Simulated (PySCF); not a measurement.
Si(Cl)2(Br)(NH2) (BrCl2H2NSi), SMILES Br[Si](N)(Cl)Cl. Atoms are numbered in the order given.

```xyz
7

N     -0.9512     1.9418     0.0000
Si    -0.5104     0.2990     0.0000
Cl    -1.2839    -0.5718    -1.6965
Cl    -1.2839    -0.5718     1.6965
Br     1.6904    -0.0952     0.0000
H     -0.8532     2.4973    -0.8445
H     -0.8532     2.4973     0.8445
```

Geometry optimised at B3LYP-D3(BJ)/def2-SVP. This is a generated structure with no PubChem entry under its InChIKey; it may be hypothetical. Other conformers were not sampled.

Two levels are set side by side: PBE/pcSseg-1 (PySCF) and HF/pcSseg-1 (PySCF). GIAO shifts against HCl (³⁵Cl), NH3 (¹⁵N), TMS (²⁹Si), TMS (¹H) at the same level; non-relativistic, no solvent, atoms listed together averaged. Without spin–orbit terms, shifts of atoms bonded to Cl or Br come out too high at both levels. Differences are taken from unrounded values.

```
quantity                     HF
-------------------------  ----
δ(¹⁵N) of N1 (ppm)         44.9
δ(²⁹Si) of Si2 (ppm)        6.7
δ(³⁵Cl) of Cl3, Cl4 (ppm)  85.0
δ(¹H) of H6, H7 (ppm)      2.16
```

Q: What does PBE give, and how far is it from HF? (An estimate is asked for; the answer gives what the named calculation found.)

A: 
| quantity | PBE | PBE minus HF |
|---|---|---|
| δ(¹⁵N) of N1 (ppm) | 69.8 | 24.9 |
| δ(²⁹Si) of Si2 (ppm) | 14.5 | 7.8 |
| δ(³⁵Cl) of Cl3, Cl4 (ppm) | 184.4 | 99.4 |
| δ(¹H) of H6, H7 (ppm) | 2.06 | -0.10 |

Rough cost on one machine, each run with all the roots and properties that it gave: HF against PBE within a factor of 2.
